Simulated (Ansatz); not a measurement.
Stepwise reaction of `[O]=[Nb]([OH])([OH])[OH]` with hydrogen chloride, as a gas-phase model of exchange steps in deposition or etching. ΔE in kJ/mol; ΔG adds harmonic PBE0-D4 terms to CCSD(T)/CBS, at 1 bar.

Isolated molecules relaxed with PBE0-D4/def2-TZVP in Ansatz; ΔE leaves out vibrations. CBS: MP2 limit from def2 TZ/QZ plus the TZ coupled-cluster correction, frozen cores. This one scheme is used for every species. DFT in def2-TZVPP. B3LYP here is the variant with VWN-RPA as its local correlation; programs differ in this. Elements past krypton have def2 core potentials. For Nb outer-core shells are correlated without core-valence functions, which leaves a few kJ/mol of doubt a bond. One conformer a species, not always the lowest.

```tsv
step	reaction	PBE-D4	B3LYP-D4	ωB97M-V	CCSD(T)/CBS	ΔG(600 K)
1	`[O]=[Nb]([OH])([OH])[OH]` + HCl → `[O]=[Nb]([OH])([OH])[Cl]` + H₂O	-32.9	-30.7	-29.8	-36.1	-34.8
3	`[O]=[Nb]([OH])([Cl])[Cl]` + HCl → `[O]=[Nb]([Cl])([Cl])[Cl]` + H₂O	-15.0	-13.0	-10.5	-18.5	-9.2
```

Problem. Give the row of step 2, `[O]=[Nb]([OH])([OH])[Cl]` + HCl → `[O]=[Nb]([OH])([Cl])[Cl]` + H₂O. (Best estimate.)

Solution. The calculation gave: 
| step | reaction | PBE-D4 | B3LYP-D4 | ωB97M-V | CCSD(T)/CBS | ΔG(600 K) |
| --- | --- | --- | --- | --- | --- | --- |
| 2 | `[O]=[Nb]([OH])([OH])[Cl]` + HCl → `[O]=[Nb]([OH])([Cl])[Cl]` + H₂O | -23.8 | -21.7 | -20.1 | -27.4 | -22.1 |

Problem. By hand: ΔE of the 3 steps together at CCSD(T)/CBS.

Solution. (-36.1) + (-27.4) + (-18.5) = -82.0 kJ/mol, or -27.3 kJ/mol a step.

In ΔE each step is higher than the one before. All are downhill at CCSD(T)/CBS. ΔG lies between -34.8 and -9.2 kJ/mol a step. PBE-D4 differs from CCSD(T)/CBS by 3.2 to 3.6 kJ/mol a step. Isolated molecules leave out the surface, adducts and barriers. Largest T1 diagnostic: 0.022.
